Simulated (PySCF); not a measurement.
Bonds: Si1-C2, Si1-C7, Si1-C12, Si1-C25, C2-C3, C7-C8, C12-C13, C13-C14, C14-C15, C25-C26, C26-C27, C27-C28. C2 carries H4; C3 carries H5, H6; C7 carries H9; C8 carries H10, H11; C12 carries H16, H17; C13 carries H18, H19; C14 carries H20, H21; C15 carries H22, H23, H24; C25 carries H29, H30; C26 carries H31, H32; C27 carries H33, H34; C28 carries H35, H36, H37.

Geometry: PBE0-D3(BJ)/def2-SVP; GIAO absolute shieldings from PySCF, gas phase, non-relativistic, averaged over equivalent atoms.

At wB97X-D/pcSseg-1 (348 basis functions):
```
                  atoms  σ (ppm)
                    Si1    361.4
                  C2/C7     39.3
                  C3/C8     39.4
                C14/C27    157.5
                C13/C26    158.6
                C15/C28    171.0
                C12/C25    173.3
                  H4/H9    24.94
          H5/H6/H10/H11    25.18
        H20/H21/H33/H34    30.09
        H18/H19/H31/H32    30.14
H22/H23/H24/H35/H36/H37    30.43
        H16/H17/H29/H30    30.93
```

Predict the values at PBE0/pcSseg-1 on the same geometry.

Answers


```csv
atoms,σ at PBE0/pcSseg-1,change
Si1,362.1,+0.7
C2/C7,39.1,-0.2
C3/C8,40.0,+0.6
C14/C27,156.7,-0.8
C13/C26,157.8,-0.8
C15/C28,171.0,+0.0
C12/C25,172.6,-0.7
H4/H9,24.76,-0.18
H5/H6/H10/H11,25.05,-0.13
H20/H21/H33/H34,29.93,-0.16
H18/H19/H31/H32,29.98,-0.16
H22/H23/H24/H35/H36/H37,30.33,-0.10
H16/H17/H29/H30,30.76,-0.17
```

The largest change is at C14/C27 (carbon bonded to 2 C, 2 H). Cost: 348 basis functions. The order of the carbon signals is the same at both levels.
